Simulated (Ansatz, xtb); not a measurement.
**Two structures of ClGeHOSi**

We compare X, a singlet given by its coordinates, with Y, `Cl[Si@@H]1[O][Ge]1`, a singlet. Both are isolated molecules in the gas phase, relaxed with B3LYP-D3(BJ)/def2-SVP.

X (Å):

```xyz
5

Cl    0.9384   -3.9682   -2.9898
Ge    1.4809   -1.3157   -2.6971
O    -0.3180   -1.5427   -2.0717
Si   -0.9808   -3.0160   -2.1636
H     2.1201   -1.6570   -1.2609
```

Close contacts (Å): Cl1–Ge2 2.72, Cl1–Si4 2.30, Ge2–O3 1.92, O3–Si4 1.62, Ge2–H5 1.61.

Y (Å):

```xyz
5

Cl    1.6220   -1.3848   -3.9312
Ge    0.0620   -1.4748   -0.3666
O    -0.6691   -2.1587   -1.9220
Si    0.9702   -2.4941   -2.2914
H     1.1540   -3.9277   -2.6374
```

Energies in hartree; the thermal terms are from B3LYP-D3(BJ)/def2-SVP harmonic frequencies (ideal gas, rigid rotor, one conformer each, 298.15 K, 1 atm) and include the zero-point energy:

```
                                X            Y
E, CCSD(T)/def2-TZVP  −2900.174833  −2900.176617
   zero-point energy      0.012380      0.014254
        H(298 K) − E      0.018937      0.020339
        G(298 K) − E     −0.018584     −0.016215
```

**Question.** Work out ΔE, ΔE₀, ΔH and ΔG for X → Y in kJ/mol (1 Eh = 2625.50 kJ/mol) and the equilibrium ratio [Y]/[X].

**Answer.** 1. ΔE = −2900.176617 − (−2900.174833) = −0.001784 Eh = −4.68 kJ/mol.
2. ΔE₀ = ΔE + ΔZPE = −0.001784 + (+0.001874) Eh = +0.24 kJ/mol.
3. ΔH = ΔE + (+0.001402) Eh = −1.00 kJ/mol.
4. ΔG = ΔE + (+0.002369) Eh = +1.54 kJ/mol, so ΔS = (ΔH − ΔG)/T = −8.5 J/(mol K).
5. kT = 0.9442 mEh, so K = [Y]/[X] = exp(−ΔG/kT) = exp(−0.62) ≈ 0.54.

The two are too close for this level to say which is favoured. An error of 4 kJ/mol in ΔG would change K by a factor of 5. B3LYP-D3(BJ)/def2-SVP, HF/def2-TZVP gave ΔE the other sign. Mirror images and further conformers aren't counted.

Other levels gave ΔE = +17.9 (B3LYP-D3(BJ)/def2-SVP); +15.5 (HF/def2-TZVP); −13.1 (MP2/def2-TZVP) kJ/mol. The correlated steps freeze 20 core orbitals; the filled d shell of Ge is correlated, in a basis made for valence electrons. Programs: Ansatz 0.2.0.
